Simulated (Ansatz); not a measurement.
In3Se3Cl3⁺, that is (ClInSe)3 ring with one electron fewer. The state is a doublet with charge 1. Geometry PBE-D4/def2-SVP; atoms count from 1.

```xyz
9

In   -0.203    1.915    1.394
Cl   -0.189    3.839    2.714
Se    2.161    1.502    0.414
In    2.037   -0.634   -1.049
Cl    4.129   -1.080   -1.980
Se    0.149   -2.248   -1.617
In   -1.884   -1.315   -0.354
Cl   -3.785   -2.647   -0.710
Se   -2.415    0.669    1.187
```

In the def2 sets In takes a core potential; there is no spin–orbit coupling. Single mean-field runs in def2-TZVP are fitted with def2-universal-jkfit.

Q: Estimate the Mulliken populations from the PBE0/def2-TZVP orbitals of Ansatz.

A: 
| atom | charge (e) | spin (α − β) |
| --- | --- | --- |
| In1 | 0.74 | -0.05 |
| Cl2 | -0.26 | 0.00 |
| Se3 | -0.04 | 0.82 |
| In4 | 0.74 | -0.05 |
| Cl5 | -0.26 | 0.00 |
| Se6 | -0.20 | 0.13 |
| In7 | 0.74 | 0.00 |
| Cl8 | -0.27 | 0.01 |
| Se9 | -0.20 | 0.13 |
Mulliken values depend strongly on the basis.

Q: Where does the spin sit?

A: Summed by element: In -0.10, Cl 0.02, Se 1.08, of 1 unpaired in all. Largest on single atoms: Se3 0.82, Se6 0.13, Se9 0.13.

Q: And the Mayer bond orders between heavy atoms (over 0.3)?

A: In1–Cl2 1.08 (2.33 Å); In1–Se3 0.77 (2.59 Å); In1–Se9 1.08 (2.55 Å); Se3–In4 0.77 (2.59 Å); In4–Cl5 1.08 (2.33 Å); In4–Se6 1.08 (2.55 Å); Se6–In7 0.93 (2.57 Å); In7–Cl8 1.05 (2.35 Å); In7–Se9 0.93 (2.57 Å).
